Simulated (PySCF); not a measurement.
PySCF input file for H₁₀Si₄, SMILES [SiH3][SiH]([SiH3])[SiH3], C-PCM-B3LYP/def2-SVP. Coordinates come from a PBE0-D3(BJ)/def2-SVP optimisation.

```python
import numpy as np
from pyscf import gto, scf, dft
from pyscf.solvent import pcm

mol = gto.M(
    atom='''
    Si    1.48285818    1.63095662   -0.17861459
    Si    0.00000000    0.00000000    0.62008136
    Si    0.67102078   -2.09967117   -0.17861459
    Si   -2.15387896    0.46871454   -0.17861459
    H     2.87604459    1.35673094    0.29047453
    H     1.46561109    1.60623108   -1.67411691
    H     1.07350466    2.99275464    0.28415760
    H     0.00000000   -0.00000000    2.11912816
    H     2.05504921   -2.42605963    0.28415761
    H     0.65823137   -2.07237199   -1.67411691
    H    -0.26305884   -3.16909316    0.29047453
    H    -3.12855387   -0.56669500    0.28415761
    H    -2.61298576    1.81236221    0.29047453
    H    -2.12384248    0.46614090   -1.67411691
    ''',
    basis='def2-SVP',
    charge=0,
    spin=0,
    max_memory=1600,
    verbose=3,
)
mf = dft.RKS(mol, xc='b3lyp').density_fit(auxbasis='def2-universal-jkfit')
mf.grids.level = 3
mf.conv_tol = 1e-9
mf.max_cycle = 100
mf.kernel()
res = {}
for name, eps in {'water': 78.355, 'acetonitrile': 35.688, 'benzene': 2.2706}.items():
    s = mf.PCM()
    s.with_solvent.method, s.with_solvent.eps, s.with_solvent.lebedev_order = 'C-PCM', eps, 29
    s.kernel(mf.make_rdm1())
    res[name] = (s.e_tot, eps, s.dip_moment(), s.mo_energy, s.converged)
    print(f'{name}: electrostatic solvation free energy {(s.e_tot - mf.e_tot) * 627.509474:.3f} kcal/mol')
```

It prints:

```
converged SCF energy = -1163.68734303718

WARN: PCM is an experimental feature. It is still in testing.
Features and APIs may be changed in the future.

converged SCF energy = -1163.68800942931
Dipole moment(X, Y, Z, Debye): -0.00131,  0.00126,  0.19827
water: electrostatic solvation free energy -0.418 kcal/mol

WARN: PCM is an experimental feature. It is still in testing.
Features and APIs may be changed in the future.

converged SCF energy = -1163.68799833502
Dipole moment(X, Y, Z, Debye): -0.00128,  0.00124,  0.19745
acetonitrile: electrostatic solvation free energy -0.411 kcal/mol

WARN: PCM is an experimental feature. It is still in testing.
Features and APIs may be changed in the future.

converged SCF energy = -1163.6877087993
Dipole moment(X, Y, Z, Debye): -0.00065,  0.00063,  0.17825
benzene: electrostatic solvation free energy -0.230 kcal/mol
```

The calculation finished and met its thresholds.

Cost: about 110 core-seconds (a rough figure).
